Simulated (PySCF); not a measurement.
## Radial density of Cd (cadmium, neutral)

UHF, [Kr] 4d10 5s2, closed-shell 1S. All numbers are calculated (PySCF 2.14, scalar relativity by spin-free X2C-1e, in x2c-TZVPPall (8s6p6d2f1g, 79 functions)).

```
r (bohr)  4πr²ρ (e/bohr)
  0.0318           56.00
  0.0536           56.84
  0.0901           78.19
   0.152           57.52
   0.255           62.05
   0.429           35.59
   0.721           19.09
    1.21           13.55
    2.04           2.831
    3.43          0.6548
    5.77         0.07278
    9.71       0.0004077
```

Densities and radii are taken from the X2C orbitals without a picture-change correction, which distorts them close to the nucleus.
